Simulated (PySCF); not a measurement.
From computed data to an observable: entropy of an ideal gas

Si(H)(OMe) (CH₄OSi), SMILES CO[SiH] (connectivity only; charge and spin as stated), neutral, multiplicity 1.

Coordinates come from a r2SCAN-D4/def2-TZVP optimisation.

r2SCAN-D4/def2-TZVP (PySCF) gives the harmonic wavenumbers 144, 309, 366, 745, 888, 1106, 1173, 1185, 1462, 1487, 1493, 1890, 3010, 3095, 3107 cm⁻¹ and the rotational temperatures 2.3503, 0.2830, 0.2612 K. The molar mass is 60.13 g/mol, the symmetry number 1, the spin multiplicity 1.

### Question
Work out the entropy at 298.15 K and 1 atm in the rigid-rotor, harmonic-oscillator model.

### Answer

Translation (Sackur–Tetrode at 1 atm): S = R[1.5 ln M + 2.5 ln T − 1.16487] = 159.8 J/(mol K).
Rotation: q = (√π/σ) T^1.5/√(θA θB θC) = 21900, S = R[ln q + 3/2] = 95.6 J/(mol K).
Vibration: with u = 1.4388 ν/T, each mode gives R[u/(e^u − 1) − ln(1 − e^−u)]:
```csv
ν (cm⁻¹),modes,u,S (J/(mol K))
144,1,0.69,11.51
309,1,1.49,5.72
366,1,1.77,4.59
745,1,3.60,1.08
888,1,4.29,0.61
1106,1,5.34,0.25
1173,1,5.66,0.19
1185,1,5.72,0.18
1462,1,7.06,0.06
1487,1,7.18,0.05
1493,1,7.20,0.05
1890,1,9.12,0.01
```
The stiffer modes add less than 0.005 each. Sum 24.3 J/(mol K).
Spin: R ln 1 = 0.0 J/(mol K).
Total 279.7 J/(mol K); the program's own thermochemistry gives 279.7. Translation makes up 57 % and vibration 9 %. Anharmonicity, hindered rotation and orbital degeneracy are left out.
